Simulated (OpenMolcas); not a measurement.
2s² 2p² along the 6-electron sequence

| Property | Result |
| --- | --- |
| Program | OpenMolcas |
| Method | CASSCF |
| Basis | ANO-R2 |
| Scalar Hamiltonian | X2C, finite nucleus |
| Spin-orbit coupling | RASSI with atomic mean-field integrals over the reference wave functions, term energies averaged over their components |

Active space for each ion: 4 electrons in 8 orbitals (2s 2p 3s 3p).

Computed levels in cm-1 above ³P₀:

```csv
Level,N+,O2+,F3+,Ne4+
³P₁,45.2,108,215,392
³P₂,134,319,628,1130
¹D₂,16893,22828,28091,33317
¹S₀,29389,39502,49765,60036
weight of ³P in the lowest level (%),100,100,100,100
```

Measured, with the error of the calculation in %. Measured levels: N+ from NIST Handbook of Basic Atomic Spectroscopic Data; O2+ from Moore, Selected Tables of Atomic Spectra, NSRDS-NBS 3, section 11; F3+ from Moore, Atomic Energy Levels, vol. I, NSRDS-NBS 35 (1971 reprint of NBS Circular 467, 1949); Ne4+ from NIST levels in Podobedova, Fuhr, Reader and Wiese, J. Phys. Chem. Ref. Data 33, 525 (2004).

| Level | N+ | O2+ | F3+ | Ne4+ |
| --- | --- | --- | --- | --- |
| ³P₁ | 48.7 (-7.0) | 113 (-4.5) | 225 (-4.6) | 412 (-5.0) |
| ³P₂ | 131 (+2.8) |  | 613 (+2.3) | 1110 (+1.8) |
| ¹D₂ | 15316 (+10.3) | 20273 (+12.6) | 25241 (+11.3) | 30292 (+10.0) |
| ¹S₀ | 32689 (-10.1) | 43186 (-8.5) | 53544 (-7.1) | 63914 (-6.1) |

The fine-structure level ³P₂ changes by a factor of 8.43 from N+ to Ne4+. Its fourth root runs 3.40, 4.23, 5.01, 5.80, with steps per unit of Z of 0.82, 0.78, 0.79; equal steps would mean a (Z - σ)^4 law with constant σ.

¹D₂ changes by a factor of 1.97 over the same range, with steps per unit of Z of +5940, +5260, +5230 cm-1.

Without dynamic correlation excited terms often stand tens of per cent too high (terms of higher spin than the ground term too low), and those without a measured partner can miss by more than the paired ones (holds for N+). Terms from blocks run as CI alone lack orbitals of their own (holds for N+). The run also gave levels led by 2s 2p² 3s, 2s² 2p 3p, 2s² 2p 3s, which use shells meant for correlation; these and all levels above them are left out (holds for N+). Active for correlation alone: 3p 3s; no level in the range computed is led by a configuration that fills them, so any true level of that kind is missing (holds for O2+; F3+; Ne4+). Measured partners are found by configuration, term and J. A level has none where our copy of the source lacks it or the pairing is in doubt (some pairs that miss far off the trend of their configuration count as doubtful), and it then counts in no deviation. Levels of configurations outside the active space are missing.
